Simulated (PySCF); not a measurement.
# Two-component Hartree-Fock for Si (silicon, neutral)

Start: [Ne] 3s1 3p3; 3s1/2 filled at m_j = +1/2; 3p3/2 filled at m_j = -1/2, +1/2, +3/2. Calculated with PySCF 2.14 in x2c-SVPall-2c with one added diffuse shell each of s, p type (5s5p1d, 25 functions): generalised Hartree-Fock with the X2C-1e Hamiltonian and a Gaussian nucleus; one run each with spin-orbit coupling (SO) switched off, then screened by Boettger's factors. This is a chosen level, not necessarily the ground level.

```
spinor shell  electrons  ε, spin-free (eV)  ε, screened SO (eV)  weight of nominal j (screened SO)  rms radius, screened SO (bohr)
       1s1/2          2            -1876.5              -1876.5                              1.000                           0.129
       2s1/2          2            -168.67              -168.67                              1.000                           0.614
       2p1/2          2            -116.57              -117.40                              0.727                           0.597
       3s1/2          1            -19.672              -19.672                              1.000                            2.33
       3p3/2          3             -9.498               -9.498                              0.665                            2.86
```

(1) Where does 2p3/2 lie, and what is the 2p spin-orbit splitting (screened SO)?

```csv
quantity,spin-free,screened SO
E (hartree),-289.25392,-289.25407
M_J,2,2
⟨J²⟩,6.000,6.000
⟨L²⟩,0.000,0.000
⟨S²⟩,6.000,6.000
```

Each row is a mean over spinors that exchange with the open shell spreads, by up to 1.266 eV (2p3/2).

Rows whose weight is well below 1 are mixtures of j = l ± 1/2: exchange outweighs spin-orbit coupling there, and the label is only the starting occupation.

Without spin-orbit coupling the j labels of p, d and f shells carry no meaning; the spin-free column gives the mean over the occupied spinors of each nl shell.

Answers

(1) At -116.16 eV, 1.247 eV above 2p1/2.
